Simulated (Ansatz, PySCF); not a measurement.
C3H5O2, SMILES CCO[C]=O, multiplicity 2. Atoms are numbered in the order given.

```xyz
10

C     -1.7807    -0.1552     0.1138
C     -0.5025    -0.7603     0.6370
O      0.5207     0.2523     0.8286
C      1.1960     0.6217    -0.2246
O      1.1329     0.2578    -1.3524
H     -1.6321     0.2719    -0.8883
H     -2.1462     0.6340     0.7867
H     -2.5565    -0.9323     0.0400
H     -0.6342    -1.2048     1.6321
H     -0.1029    -1.5228    -0.0489
```
Charge 0, spin multiplicity 2.

The structure is a stationary point at PBE0-D3(BJ)/def2-SVP. The isomer is the one that the SMILES or the coordinates give; other isomers of the formula were not compared. Other conformers were not sampled.

Two levels are set side by side: PBE-D3(BJ)/def2-SVP (Ansatz, an electronic-structure program) and PBE0-D3(BJ)/def2-SVP (Ansatz). Each level has its own optimised geometry; the coordinates shown are those of the second. Frequencies come from the Hessian of PySCF at each geometry. Differences are taken from unrounded values.

| quantity | PBE0-D3(BJ) | PBE-D3(BJ) | PBE-D3(BJ) minus PBE0-D3(BJ) |
|---|---|---|---|
| mean bond length (Å) | 1.217 | 1.228 | 0.012 |
| bond C1–C2 (Å) | 1.508 | 1.515 | 0.007 |
| bond C2–O3 (Å) | 1.452 | 1.479 | 0.027 |
| bond O3–C4 (Å) | 1.305 | 1.318 | 0.013 |
| bond C4–O5 (Å) | 1.187 | 1.202 | 0.015 |
| bond C1–H6 (Å) | 1.099 | 1.108 | 0.008 |
| bond C1–H7 (Å) | 1.100 | 1.108 | 0.008 |
| bond C1–H8 (Å) | 1.101 | 1.109 | 0.009 |
| bond C2–H9 (Å) | 1.098 | 1.106 | 0.008 |
| bond C2–H10 (Å) | 1.101 | 1.109 | 0.008 |
| highest harmonic wavenumber (cm⁻¹) | 3185 | 3094 | -92 |
| mean harmonic wavenumber (cm⁻¹) | 1437 | 1382 | -55 |
| zero-point energy (kcal/mol) | 49.31 | 47.43 | -1.88 |

Exact exchange shortens and stiffens bonds; PBE has none. Differences between two approximate levels are no errors against the true value.
